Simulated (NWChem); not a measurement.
Molecule: C4H4F2; SMILES FC1(F)C=CC1

```xyz
10

F     -0.0300    -1.1815     1.0819
C     -0.0252    -0.3749     0.0000
F     -0.0300    -1.1815    -1.0819
C     -1.0469     0.7303     0.0000
C     -0.0961     1.6754     0.0000
C      1.0745     0.7132     0.0000
H     -2.1385     0.7289     0.0000
H     -0.1332     2.7676     0.0000
H      1.7064     0.7122    -0.9018
H      1.7064     0.7122     0.9018
```
Atoms are numbered in this order, from 1.

Computed with NWChem. Pople sets run with spherical d functions. Structure relaxed at the PBE0/def2-SVP level. Level: PBE0/6-31G* with COSMO at NWChem's default radii, gas-phase geometry; rows give the dielectric constant.

| dielectric constant | electrostatic solvation energy (kcal/mol) | dipole in solution (D) |
|---|---|---|
| 2.0 | -1.4 | 2.44 |
| 7.6 | -2.5 | 2.65 |
| 11.7 | -2.7 | 2.68 |
| 37.5 | -2.9 | 2.71 |
| 78.4 | -2.9 | 2.72 |
